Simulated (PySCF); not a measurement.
C3H2ClNSe.
SMILES with atom numbers: `[Cl:1][c:2]1[cH:3][n:4][se:5][cH:6]1` (hydrogens: H7 on C3; H8 on C6)

Computed, not measured: PBE0-D3(BJ)/def2-SVP geometry optimisation, gas phase (PySCF 2.14.0).

Q: List the bond lengths and angles at this level.

A: 
| bond | length (Å) | order |
| --- | --- | --- |
| Cl1–C2 | 1.721 | single |
| C2–C3 | 1.435 | aromatic |
| C3–N4 | 1.302 | aromatic |
| N4–Se5 | 1.808 | aromatic |
| Se5–C6 | 1.846 | aromatic |
| C2–C6 | 1.366 | aromatic |
| C3–H7 | 1.096 | single |
| C6–H8 | 1.089 | single |

Orders are formal, as drawn. A selection of angles:
| angle | degrees |
| --- | --- |
| Cl1–C2–C3 | 122.1 |
| Cl1–C2–C6 | 124.6 |
| C3–C2–C6 | 113.3 |
| C2–C3–N4 | 118.4 |
| C2–C3–H7 | 122.3 |
| N4–C3–H7 | 119.3 |
| C3–N4–Se5 | 109.4 |
| N4–Se5–C6 | 90.6 |
| Se5–C6–H8 | 124.7 |
| C2–C6–Se5 | 108.4 |
| C2–C6–H8 | 126.8 |

The 5-membered ring C2–C3–N4–Se5–C6 has internal angles of 90.6° to 118.4°; it is planar, 0.00 Å rms from its mean plane, widest ring torsion 0°. The 6 heavy atoms lie in one plane (0.000 Å rms). The C–C distances run from 1.366 Å (C2–C6, aromatic) to 1.435 Å (C2–C3, aromatic), a spread of 0.069 Å.

Point group: Cs (every atom within 0.08 Å of its image). No PBE0-D3(BJ)/def2-SVP frequencies stand behind this structure, so it isn't proved a minimum.

Time: 24 s. Hardware: x86-64 server, one thread, no GPU (shared host). This is the geometry optimisation.
